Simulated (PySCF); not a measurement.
# Working out the ionisation energy of Zn

Zn [Ar] 3d10 4s2 (1S) → Zn⁺ [Ar] 3d10 4s1 (2S). Calculation: PySCF 2.14, in def2-TZVP (6s5p4d1f, 48 functions); no relativity, point nucleus. Frozen: [Ar]. Energies in hartree (1 hartree = 27.21139 eV):

| part | Zn (lower) | Zn⁺ (upper) |
| --- | --- | --- |
| UHF | -1777.807066 | -1777.526441 |
| CCSD correlation | -0.375261 | -0.330082 |
| (T) | -0.008938 | -0.005670 |

Task: What does Hartree-Fock give?

Result: (-1777.526441) − (-1777.807066) = 0.280625 hartree = 7.636 eV.

Task: What do CCSD and CCSD(T) give?

Result: The CCSD correlation energies differ by 0.045179 hartree = 1.229 eV and the triples by 0.003268 hartree = 0.089 eV, so CCSD gives 8.865 eV and CCSD(T) 8.954 eV.

Measured between the centres of the two terms (NIST): 9.394 eV, so CCSD(T) (valence) is off by -0.440 eV.

The calculation is non-relativistic.

What remains against the reference includes basis incompleteness, the frozen core and higher excitations.
